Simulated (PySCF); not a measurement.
B(CF3)(H)(OH) (CH₂BF₃O), SMILES OBC(F)(F)F.

Coordinates come from a PBE0-D3(BJ)/def2-SVP optimisation. This is a generated structure with no PubChem entry under its InChIKey; it may be hypothetical. One conformer was computed; it need not be the lowest.

Computed with PySCF with TDA-PBE/def2-SVPD.

Vertical excitations. Gas-phase values at a fixed geometry. State labels are in the subgroup Cs.

Computed UV-visible absorptions:
```json
[
 {"state": "S1", "symmetry": "A\"", "energy (eV)": "6.02", "λ (nm)": "206", "f": "0.000", "main pairs": "HOMO→LUMO 99 %"},
 {"state": "S2", "symmetry": "A'", "energy (eV)": "7.48", "λ (nm)": "166", "f": "0.001", "main pairs": "HOMO→LUMO+1 99 %"},
 {"state": "S3", "symmetry": "A'", "energy (eV)": "7.66", "λ (nm)": "162", "f": "0.002", "main pairs": "HOMO−2→LUMO 64 %, HOMO−1→LUMO 35 %"},
 {"state": "S4", "symmetry": "A\"", "energy (eV)": "7.97", "λ (nm)": "156", "f": "0.003", "main pairs": "HOMO−3→LUMO 66 %, HOMO−4→LUMO 33 %"},
 {"state": "S5", "symmetry": "A'", "energy (eV)": "8.32", "λ (nm)": "149", "f": "0.054", "main pairs": "HOMO−5→LUMO 66 %, HOMO−1→LUMO 18 %, HOMO−2→LUMO 13 %"},
 {"state": "S6", "symmetry": "A\"", "energy (eV)": "8.47", "λ (nm)": "146", "f": "0.043", "main pairs": "HOMO−4→LUMO 65 %, HOMO−3→LUMO 29 %"},
 {"state": "S7", "symmetry": "A\"", "energy (eV)": "8.76", "λ (nm)": "142", "f": "0.003", "main pairs": "HOMO−6→LUMO 97 %"},
 {"state": "S8", "symmetry": "A'", "energy (eV)": "8.76", "λ (nm)": "142", "f": "0.036", "main pairs": "HOMO→LUMO+2 99 %"},
 {"state": "S9", "symmetry": "A'", "energy (eV)": "9.06", "λ (nm)": "137", "f": "0.065", "main pairs": "HOMO→LUMO+3 79 %"},
 {"state": "S10", "symmetry": "A'", "energy (eV)": "9.20", "λ (nm)": "135", "f": "0.029", "main pairs": "HOMO−1→LUMO 26 %, HOMO−5→LUMO 20 %, HOMO→LUMO+3 15 %, HOMO−2→LUMO 12 %"},
 {"state": "T1", "symmetry": "A\"", "energy (eV)": "5.36", "λ (nm)": "232", "f": "0", "main pairs": "HOMO→LUMO 100 %"},
 {"state": "T2", "symmetry": "A'", "energy (eV)": "6.82", "λ (nm)": "182", "f": "0", "main pairs": "HOMO−1→LUMO 70 %, HOMO−2→LUMO 25 %"},
 {"state": "T3", "symmetry": "A\"", "energy (eV)": "7.24", "λ (nm)": "171", "f": "0", "main pairs": "HOMO−3→LUMO 85 %"},
 {"state": "T4", "symmetry": "A'", "energy (eV)": "7.30", "λ (nm)": "170", "f": "0", "main pairs": "HOMO→LUMO+1 100 %"}
]
```
Triplets are in the Tamm–Dancoff approximation.
